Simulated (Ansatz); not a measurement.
Breaking the C1–Ga2 bond in CH5Ga (SMILES [CH3][GaH2]) (multiplicity 1 held, fragments rigid). Energies count from the point at 1.979 Å.
Geometry at that point (charge 0, multiplicity 1):
```xyz
7

C     -1.561    -0.123     0.001
Ga     0.413     0.030    -0.001
H     -1.989     0.499    -0.788
H     -1.901    -1.149    -0.131
H     -1.954     0.255     0.949
H      1.084     1.455     0.052
H      1.335    -1.246    -0.047
```

Signs of static correlation in cc-pVDZ, with CASSCF(2,2), from Ansatz (a first-principles code) runs.

| R (Å) | T1 of restricted CCSD | ⟨S²⟩ of UHF | largest double amplitude of restricted CCSD | weight of the CASSCF reference in MRCISD | CASSCF natural occupations |
|---|---|---|---|---|---|
| 1.584 | 0.008 | 0.000 | 0.036 | 0.912 | 1.99 0.01 |
| 1.781 | 0.008 | 0.000 | 0.041 | 0.911 | 1.99 0.01 |
| 1.979 | 0.008 | 0.000 | 0.045 | 0.911 | 1.98 0.02 |
| 2.177 | 0.009 | 0.000 | 0.047 | 0.910 | 1.97 0.03 |
| 2.375 | 0.009 | 0.000 | 0.072 | 0.909 | 1.95 0.05 |
| 2.672 | 0.011 | 0.105 | … | 0.909 | 1.90 0.10 |
| 2.969 | 0.013 | 0.574 | 0.195 | 0.909 | 1.83 0.17 |
| 3.464 | 0.020 | 0.877 | 0.324 | 0.909 | 1.64 0.36 |
| 3.959 | 0.027 | 0.970 | … | 0.910 | 1.41 0.59 |
| 4.553 | 0.034 | 1.002 | 0.622 | 0.910 | 1.21 0.79 |
| 5.344 | 0.037 | 1.010 | 0.750 | 0.910 | 1.08 0.92 |
| 6.334 | 0.036 | 1.012 | 0.819 | 0.910 | 1.02 0.98 |

Task: What belongs in the gaps?

Result: 
- 2.672, largest double amplitude of restricted CCSD: 0.129
- 3.959, largest double amplitude of restricted CCSD: 0.469

Doubts at one or more of the structures used: a restricted determinant that unrestricted orbitals would lower (R-CCSD(T)/cc-pVDZ); other coupled-cluster roots lie near (R-CCSD(T)/cc-pVDZ); a spin-contaminated determinant (U-CCSD(T)/cc-pVDZ); T1 above 0.05 (U-CCSD(T)/cc-pVDZ).
